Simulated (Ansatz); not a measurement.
A made-up structure of CH₃NTe, closed shell:

```csv
atom,x (Å),y (Å),z (Å)
N1,-1.2591,0.2805,-0.7390
C2,-0.1508,-0.0327,-0.2360
Te3,0.3305,0.6094,1.7125
H4,-0.1092,1.8073,2.8206
H5,0.6309,-0.6299,-0.7178
H6,1.8118,-0.1344,1.6628
```

It is relaxed with PBE-D4/def2-SVP and then PBE0-D4/def2-TZVP (Ansatz 0.2.0). Atoms count as bonded within 1.22 times the sum of their covalent radii (H–H: 0.88 Å). The end point is not checked to be a true minimum.

Does its bonding change? (Judge from chemistry; the calculation decides.)

Computed: Yes. Formed: none; broken: C2–Te3.

Where it ends: The first stage lowers the energy by 3.03 eV in 45 steps. It ends as a complex of HCN ([CH][N]) + H₂Te:
| atom | x (Å) | y (Å) | z (Å) |
| --- | --- | --- | --- |
| N1 | 0.0426 | -0.1364 | -0.4555 |
| C2 | -0.1114 | -0.4750 | -1.5382 |
| Te3 | 0.2666 | 1.5143 | 2.4090 |
| H4 | 0.5611 | 1.8394 | 4.0115 |
| H5 | -0.2550 | -0.7912 | -2.5491 |
| H6 | 0.7503 | -0.0508 | 2.6253 |

Labels in which every atom is bracketed show which atoms are joined, not bond orders.

For scale, one of the runs: PBE0-D4/def2-TZVP relaxation, 130 basis functions, launched by `ansatz run in.yaml --threads 2 --pin off --events-out ev --progress --plain --max-ram 4352MiB`. The run took about 29 s on 2 CPU threads of an Arm Neoverse V2 (shared host).
